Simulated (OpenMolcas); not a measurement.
**How methods differ on InNH3 (SMILES [NH2][InH])**

The species is InNH3 (5 atoms), meant as a doublet with charge 0. As SMILES, `[NH2][InH]`. Geometry: relaxed at PBE0-D4/def2-TZVP. This is one conformer, not always the lowest.

Each level gives the electronic atomisation energy (eV). The values are calculated. Electronic energies at fixed atoms, without zero-point motion or spin-orbit coupling.

```csv
level,kind,program,value (eV)
USVWN5/def2-SVP (core potential),LDA,OpenMolcas,14.32
U-revPBE/def2-SVP (core potential),GGA,OpenMolcas,11.94
UPBE/def2-SVP (core potential),GGA,OpenMolcas,12.41
U-r2SCAN/def2-SVP (core potential),meta-GGA,OpenMolcas,12.22
UTPSS/def2-SVP (core potential),meta-GGA,OpenMolcas,12.44
UB3LYP/def2-SVP (core potential),global hybrid,OpenMolcas,?
UBHLYP/def2-SVP (core potential),global hybrid,OpenMolcas,?
UPBE0/def2-SVP (core potential),global hybrid,OpenMolcas,12.09
```

Q: Estimate what the levels marked ? give.

A: As computed at these levels: UB3LYP/def2-SVP (core potential): 12.16 eV; UBHLYP/def2-SVP (core potential): 11.69 eV. The values span 11.69 to 14.32 eV.
